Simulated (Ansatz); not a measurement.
Start from `[CH3][AlH][CH3]` and change one atom or group to get `[CH3][AlH][CH2][GeH3]`.

Ansatz, PBE0-D4/def2-TZVP geometries, multiplicity 1. Each molecule was computed in one conformer, which needn't be the lowest.

Scalar relativity is left out up to krypton.

```csv
property,`[CH3][AlH][CH3]`
HOMO–LUMO gap (PBE0/def2-TZVPP) / eV,6.93
HOMO energy (ωB97M-V/def2-TZVPP) / eV,-10.00
size of the dipole moment (ωB97M-V/def2-TZVPP) / D,0.67
HOMO–LUMO gap (ωB97M-V/def2-TZVPP) / eV,10.72
LUMO energy (PBE/def2-TZVPP) / eV,-1.61
size of the dipole moment (PBE/def2-TZVPP) / D,0.71
```

(1) What does the change do to each property? (Best estimate.)

Results:

(1) Computed: 
| property | `[CH3][AlH][CH2][GeH3]` | shift |
| --- | --- | --- |
| HOMO–LUMO gap (PBE0/def2-TZVPP) / eV | 6.72 | -0.21 |
| HOMO energy (ωB97M-V/def2-TZVPP) / eV | -9.92 | 0.08 |
| size of the dipole moment (ωB97M-V/def2-TZVPP) / D | 0.97 | 0.30 |
| HOMO–LUMO gap (ωB97M-V/def2-TZVPP) / eV | 10.45 | -0.27 |
| LUMO energy (PBE/def2-TZVPP) / eV | -1.79 | -0.18 |
| size of the dipole moment (PBE/def2-TZVPP) / D | 0.98 | 0.27 |

Dipoles are sizes alone; their direction can turn.
